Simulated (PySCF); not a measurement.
How methods differ on the excitation energy of V

V [Ar] 3d3 4s2 (4F) → V [Ar] 3d5 (6S), as a difference of total energies. Computed with PySCF 2.14 in x2c-TZVPPall with one added diffuse shell each of s, p, d, f type (7s6p5d3f1g, 80 functions), with scalar relativity by spin-free X2C-1e. Correlated levels: valence and next inner shell: [Ne] frozen. The calculations carry no spin-orbit coupling.

```
                                method  excitation energy (eV)
                                   UHF                   3.757
    MP2 (valence and next inner shell)                   1.785
SCS-MP2 (valence and next inner shell)                   3.292
   CCSD (valence and next inner shell)                   2.737
CCSD(T) (valence and next inner shell)                   2.639
```

Q: How much does correlation contribute at CCSD(T) (valence and next inner shell)?

A: 2.639 − (3.757) = -1.118 eV, measured against UHF.
